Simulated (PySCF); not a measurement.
How methods differ on the ionisation energy of Te²⁺

Te²⁺ [Kr] 4d10 5s2 5p2 (3P) → Te³⁺ [Kr] 4d10 5s2 5p1 (2P), as a difference of total energies. Computed with PySCF 2.14 in def2-TZVPPD with the def2 core potential (28 electrons) (7s6p4d2f, 59 functions), with a scalar-relativistic core potential. Correlated levels: valence and next inner shell: nothing frozen outside the core potential. The calculations carry no spin-orbit coupling.

| method | ionisation energy (eV) |
| --- | --- |
| UHF | 26.969 |
| MP2 (valence and next inner shell) | 27.503 |
| SCS-MP2 (valence and next inner shell) | 27.381 |
| CCSD (valence and next inner shell) | 27.458 |
| CCSD(T) (valence and next inner shell) | 27.481 |

Question: How much does correlation contribute at CCSD(T) (valence and next inner shell)?

Answer: 27.481 − (26.969) = 0.512 eV, measured against UHF.

The reference lies between the lowest fine-structure levels, while these numbers refer to the centres of the terms.

Errors of the correlated levels include the incompleteness of this basis.

For comparison: 27.84 ± 0.04 eV (measured; NIST Atomic Spectra Database, ionization energies).
